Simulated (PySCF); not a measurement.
Members of one series of related molecules.

All values: PBE0/pcSseg-1 (PySCF) at GFN2-xTB geometries, gas phase, one conformer each.

Problem. Rank by the highest Hirshfeld charge on any atom, highest value first.
A. `C=C[SiH2][C@H](C=O)CC`
B. `C=C[SiH2][SiH2][C@H](C)CC`
C. `C=C[SiH2][Si@@H](C)CC`
D. `C=C[SiH2][C@@H](C)[SiH2]C`

Solution. A (+0.351 e), D (+0.339 e), C (+0.283 e), B (+0.241 e).

Problem. Rank by the lowest Hirshfeld charge on any atom, lowest value first.
A. `C=C[SiH2][C@H](C=O)CC`
B. `C=C[SiH2][C@@H](CC)[SiH2]C`
C. `C=C[SiH2][SiH2][C@H](C)CC`

Solution. A (-0.241 e), B (-0.214 e), C (-0.138 e).

Problem. Rank by LUMO energy, highest first.
A. `C=C[SiH2][C@H](C=O)CC`
B. `C=C[SiH2][C@@H](CC)[SiH2]C`
C. `C=C[SiH2][SiH2][C@H](C)CC`

Solution. B (-0.29 eV), C (-0.41 eV), A (-1.03 eV).

All values together:

| SMILES | formula | μ (D) | HOMO (eV) | LUMO (eV) | lowest IAO charge (e) | highest IAO charge (e) | lowest Hirshfeld charge (e) | highest Hirshfeld charge (e) |
| --- | --- | --- | --- | --- | --- | --- | --- | --- |
| C=C[SiH2][C@@H](C)[SiH2]C | C5H14Si2 | 0.12 | -7.83 | -0.41 | -0.716 (C) | +0.756 (Si) | -0.213 (C) | +0.339 (Si) |
| C=C[SiH2][C@H](C=O)CC | C6H12OSi | 3.06 | -7.14 | -1.03 | -0.430 (C) | +0.762 (Si) | -0.241 (O) | +0.351 (Si) |
| C=C[SiH2][Si@@H](C)CC | C5H14Si2 | 0.57 | -7.42 | -0.29 | -0.702 (C) | +0.617 (Si) | -0.212 (C) | +0.283 (Si) |
| C=C[SiH2][C@@H](CC)[SiH2]C | C6H16Si2 | 0.29 | -7.71 | -0.29 | -0.712 (C) | +0.745 (Si) | -0.214 (C) | +0.335 (Si) |
| C=C[SiH2][SiH2][C@H](C)CC | C6H16Si2 | 0.33 | -7.47 | -0.41 | -0.415 (C) | +0.443 (Si) | -0.138 (C) | +0.241 (Si) |

Conformers: `[CH2:1]=[CH:2][SiH2:3][C@@H:4]([CH3:5])[SiH2:6][CH3:7]` with C1–C2–Si3–C4 -171°, C2–Si3–C4–C5 171°, Si3–C4–Si6–C7 -65°; `[CH2:1]=[CH:2][SiH2:3][C@H:4]([CH:5]=[O:6])[CH2:7][CH3:8]` with C1–C2–Si3–C4 -76°, C2–Si3–C4–C5 62°, Si3–C4–C5–O6 84°, Si3–C4–C7–C8 -173°; `[CH2:1]=[CH:2][SiH2:3][Si@@H:4]([CH3:5])[CH2:6][CH3:7]` with C1–C2–Si3–Si4 -110°, C2–Si3–Si4–C5 89°, Si3–Si4–C6–C7 -56°; `[CH2:1]=[CH:2][SiH2:3][C@@H:4]([CH2:5][CH3:6])[SiH2:7][CH3:8]` with C1–C2–Si3–C4 122°, C2–Si3–C4–C5 -65°, Si3–C4–C5–C6 -172°, Si3–C4–Si7–C8 41°; `[CH2:1]=[CH:2][SiH2:3][SiH2:4][C@H:5]([CH3:6])[CH2:7][CH3:8]` with C1–C2–Si3–Si4 101°, C2–Si3–Si4–C5 -173°, Si3–Si4–C5–C6 72°, Si4–C5–C7–C8 -61°.
